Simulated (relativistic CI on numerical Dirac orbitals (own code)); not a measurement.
**Line list: Electric-dipole lines, Tb LXII**

Calculated at this level of theory: Dirac-Coulomb-Breit CI, separate exchange-only KLI orbitals for each configuration, model QED (radiative potential, 1s self-energy scaled to tabulated hydrogen-like ionisation energies), unscaled Slater integrals (own radial code, finite nucleus).

Configuration list (outside the closed core 1s2): 2s2, 2s.2p, 2p2, 2p.3s, 2p.3p, 2s.3s, 2s.3p, 2s.3d, 2s.4s, 2s.4p, 2s.4d, 2s.4f, 2s.5s, 3s2, 2s.5p, 2s.5d, 2s.5f, 2s.5g, 3s.3p, 3p2. Levels of other configurations are missing.

| λ vac (Å) | Lower | Upper | A (s⁻¹) | gf | Branching (%) |
| --- | --- | --- | --- | --- | --- |
| 1.4578 | 2s.2p 3P°_2 [5] | 2p.3p 3D_3 [31] | 2.90e+14 | 6.46e-01 | 98.7 |
| 1.4810 | 2s.2p 3P°_0 [2] | 2s.3d 3D_1 [21] | 5.65e+14 | 5.57e-01 | 58.5 |
| 1.4855 | 2s.2p 3P°_1 [3] | 2s.3d 3D_2 [22] | 9.26e+14 | 1.53e+00 | 82.9 |
| 1.6286 | 2s.2p 3P°_2 [5] | 2s.3d 3D_3 [23] | 1.01e+15 | 2.80e+00 | 100.0 |
| 1.6425 | 2s.2p 1P°_1 [6] | 2s.3d 1D_2 [24] | 8.54e+14 | 1.73e+00 | 92.6 |
| 4.3085 | 2s.3p 3P°_1 [14] | 2s.4d 3D_2 [42] | 8.30e+13 | 1.16e+00 | 17.8 |
| 4.6573 | 2s.3p 3P°_2 [19] | 2s.4d 3D_3 [43] | 1.04e+14 | 2.36e+00 | 24.3 |
| 4.6621 | 2s.3p 1P°_1 [20] | 2s.4d 1D_2 [44] | 9.28e+13 | 1.51e+00 | 21.6 |
| 4.6971 | 2s.3d 3D_1 [21] | 2s.4f 3F°_2 [45] | 1.75e+14 | 2.89e+00 | 81.5 |
| 4.7047 | 2s.3d 3D_2 [22] | 2s.4f 3F°_3 [46] | 1.91e+14 | 4.43e+00 | 89.3 |
| 4.7943 | 2s.3d 3D_3 [23] | 2s.4f 3F°_4 [47] | 2.05e+14 | 6.37e+00 | 98.2 |
| 4.8179 | 2s.3d 1D_2 [24] | 2s.4f 1F°_3 [48] | 1.85e+14 | 4.51e+00 | 89.2 |
| 10.140 | 2s.4d 3D_1 [41] | 2s.5f 3F°_2 [59] | 3.24e+13 | 2.49e+00 | 28.8 |
| 10.155 | 2s.4d 3D_2 [42] | 2s.5f 3F°_3 [60] | 3.54e+13 | 3.83e+00 | 31.6 |
| 10.326 | 2s.4d 3D_3 [43] | 2s.5f 3F°_4 [61] | 3.82e+13 | 5.50e+00 | 34.9 |
| 10.365 | 2s.4d 1D_2 [44] | 2s.5f 1F°_3 [62] | 3.66e+13 | 4.12e+00 | 33.6 |
| 10.386 | 2s.4f 3F°_2 [45] | 2s.5g 3G_3 [64] | 5.84e+13 | 6.61e+00 | 90.9 |
| 10.388 | 2s.4f 3F°_3 [46] | 2s.5g 3G_4 [63] | 6.11e+13 | 8.89e+00 | 95.0 |
| 10.470 | 2s.4f 3F°_4 [47] | 2s.5g 3G_5 [65] | 6.29e+13 | 1.14e+01 | 98.9 |
| 10.480 | 2s.4f 1F°_3 [48] | 2s.5g 1G_4 [66] | 6.10e+13 | 9.04e+00 | 96.0 |

Terms are leading LS components. Brackets give the number of a level in order of energy, since labels repeat. The list gives strong lines, with weight on those to low levels, without lines whose two gauges differ by over a factor of 2.5, among the lowest 66 of 76 levels, so that lines to higher ones, which can be the strongest, are missing. Levels whose partners in the same complex of configurations lie outside the list can be far off, and so can their lines. Rates are taken at the computed energies, electric ones in the length gauge.

At this charge energies of transitions that change n are usually good to better than 1 %, and those within a shell (Δn = 0) to a few per cent.

**Question.** From the table, what is the radiative lifetime of 2p.3p 3D_3?

**Answer.** The listed rates from this level add up to about 2.90e+14 s⁻¹, 99 % of its decay; with all channels τ = 3.40e-15 s.

LS names give the leading component of a level, which can be under half, so a name can repeat, a term be missing and a line seem to break the LS rules.
